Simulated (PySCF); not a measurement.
First SCF of a structure search on quintet HRuN, at a hand-made linear geometry. PySCF input:

```python
from pyscf import gto, scf, dft
mol = gto.M(atom='''
Ru     0.000000     0.000000     0.000000
N      0.000000     0.000000    -1.740000
H      0.000000     0.000000     1.570000''',
    basis={'Ru': 'def2-TZVP', 'N': 'def2-TZVP', 'H': 'def2-TZVP'},
    ecp={'Ru': 'def2-TZVP'},
    charge=0, spin=4)
mf = dft.UKS(mol, xc='PBE0')
mf.grids.atom_grid = (50, 194)
aux = {'Ru': 'def2-universal-JKFIT', 'N': 'def2-universal-JKFIT', 'H': 'def2-universal-JKFIT'}
mf = mf.density_fit(auxbasis=aux)
mf.conv_tol = 1e-08
mf.diis_space = 10
mf.max_cycle = 60
mf.init_guess = 'minao'
mf.verbose = 4
mf.kernel()
```

Excerpt of the output (cycles alone):

```
init E= -142.143032263046
cycle= 1 E= -149.494853681725  delta_E= -7.35  |g|= 1.09  |ddm|= 3.07
cycle= 2 E= -142.839619594599  delta_E= 6.66  |g|= 2.99  |ddm|= 4.86
cycle= 3 E= -149.685464141134  delta_E= -6.85  |g|= 0.737  |ddm|= 4.83
cycle= 4 E= -149.740374598503  delta_E= -0.0549  |g|= 0.679  |ddm|= 0.678
cycle= 5 E= -149.948579128677  delta_E= -0.208  |g|= 0.182  |ddm|= 0.424
cycle= 6 E= -149.961151653757  delta_E= -0.0126  |g|= 0.0737  |ddm|= 0.073
cycle= 7 E= -149.963265432465  delta_E= -0.00211  |g|= 0.0317  |ddm|= 0.0388
cycle= 8 E= -149.964095182806  delta_E= -0.00083  |g|= 0.00532  |ddm|= 0.039
cycle= 9 E= -149.964211587955  delta_E= -0.000116  |g|= 0.00517  |ddm|= 0.0234
cycle= 10 E= -149.964238294508  delta_E= -2.67e-05  |g|= 0.000662  |ddm|= 0.0108
cycle= 11 E= -149.964239084921  delta_E= -7.9e-07  |g|= 0.000217  |ddm|= 0.00161
cycle= 12 E= -149.964239314249  delta_E= -2.29e-07  |g|= 0.000125  |ddm|= 0.00114
cycle= 13 E= -149.964239344761  delta_E= -3.05e-08  |g|= 4.39e-05  |ddm|= 0.000415
cycle= 14 E= -149.964239347326  delta_E= -2.57e-09  |g|= 1.89e-05  |ddm|= 0.000119
Extra cycle  E= -149.964239346179  delta_E= 1.15e-09  |g|= 5.62e-05  |ddm|= 4.38e-05
converged SCF energy = -149.964239346179  <S^2> = 6.0393941  2S+1 = 5.0157329
```

This is not the lowest solution: another start and a stability analysis within the same unrestricted form found one 60.2 kJ/mol lower, at -149.98715 Eh.

Open d and f shells are described by one determinant, and the ground state may have another occupation or spin.

The search for the lowest solution, 3 starts and the stability check together, took 25 s on 2 threads of a shared Intel Xeon @ 2.70GHz host, with 77 basis functions; the process peaked at 0.38 GiB. Launch command: `OMP_NUM_THREADS=2 python axn.py task.json out`.
